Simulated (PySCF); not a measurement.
PBE on Br (bromine, neutral), [Ar] 3d10 4s1 4p5 4d1, one real determinant (an excited configuration). All numbers are calculated (PySCF 2.14, a scalar-relativistic core potential, in aug-cc-pVQZ-PP with ECP10MDF (7s6p5d3f2g, 89 functions)).

```
cycle= 1 E= -415.971070903553  delta_E= -0.0131  |g|= 0.0764  |ddm|= 1.07
cycle= 2 E= -415.971506298585  delta_E= -0.000435  |g|= 0.0482  |ddm|= 0.179
cycle= 3 E= -415.971750926622  delta_E= -0.000245  |g|= 0.00372  |ddm|= 0.0739
cycle= 4 E= -415.97175529628  delta_E= -4.37e-06  |g|= 0.000829  |ddm|= 0.0166
cycle= 5 E= -415.971755634836  delta_E= -3.39e-07  |g|= 4.95e-05  |ddm|= 0.00331
cycle= 6 E= -415.97175563427  delta_E= 5.66e-10  |g|= 1.07e-05  |ddm|= 0.000408
converged SCF energy = -415.97175563427  <S^2> = 3.7522895  2S+1 = 4.0011446
```

Highest occupied orbital energy: 0.475 eV; ⟨L²⟩ = 7.98; populations by l: s 3.01, p 11.00, d 10.99, f 0.00.

Problem. Can this result be used?

Solution. Not for this state. Self-consistency was reached. ⟨L²⟩ = 7.98 against 12 for a pure F term, so this real determinant mixes terms. Energies and moments cover only the electrons outside the core potential. The outer electron is Rydberg-like, and this basis confines it to a smaller radius and binds it less than a complete one would. At PBE the highest occupied level has a positive energy, so only the finite basis holds that electron; for this excited configuration the basis is too tight for the outer shell.
